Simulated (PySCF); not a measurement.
Vertical excitations of a molecule C5H4F2O from TDA-PBE/def2-SVPD (PySCF 2.14.0), as energy in eV (oscillator strength): 3.49 (0.000), 5.35 (0.005), 5.84 (0.051), 5.89 (0.021), 6.11 (0.136), 6.30 (0.038). Lowest triplet (TDA): 3.08 eV. Coordinates come from a ωB97X-D3(BJ)/def2-SVP optimisation. One conformer was computed; it need not be the lowest.

**Question.** Identify the compound among the candidates.
(A) O=C1C=C(F)C[C@H]1F
(B) C=COC(F)=C=CF
(C) C=C(F)C1=C(F)OC1
(D) F/C=C/C1=C(F)CO1

**Answer.** A, O=C1C=C(F)C[C@H]1F
